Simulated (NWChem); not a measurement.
Molecule: SiNH3ClF; SMILES N[Si@H](F)Cl

```xyz
7

N      1.4321    -1.0869    -0.0817
Si    -0.0566    -0.4146     0.3770
F     -1.3151    -0.9122    -0.5168
Cl     0.0476     1.6158     0.0865
H      1.9396    -0.7633    -0.8967
H      1.7003    -2.0233     0.1970
H     -0.3761    -0.7585     1.7774
```
Atoms are numbered in this order, from 1.

Program: NWChem. Pople sets run with spherical d functions. The geometry was optimised at PBE0/def2-SVP. Isolated, static molecule.

GIAO at B3LYP/6-31G*: principal shieldings of Si2 are 405.8, 424.0, 440.3 ppm; an isolated tetramethylsilane molecule has σ = 415.4 ppm at the same levels.

Question: Find the isotropic 29Si shift, its principal values, the span and the skew.

Answer: 
1. σ(iso) = one third of the sum = 423.4 ppm.
2. δ = σ(reference) − σ = -8.0 ppm against tetramethylsilane.
3. δ11, δ22, δ33 = 9.6, -8.6, -24.9 ppm.
4. Span Ω = δ11 − δ33 = 34.5 ppm; skew κ = 3(δ22 − δ(iso))/Ω = -0.06.
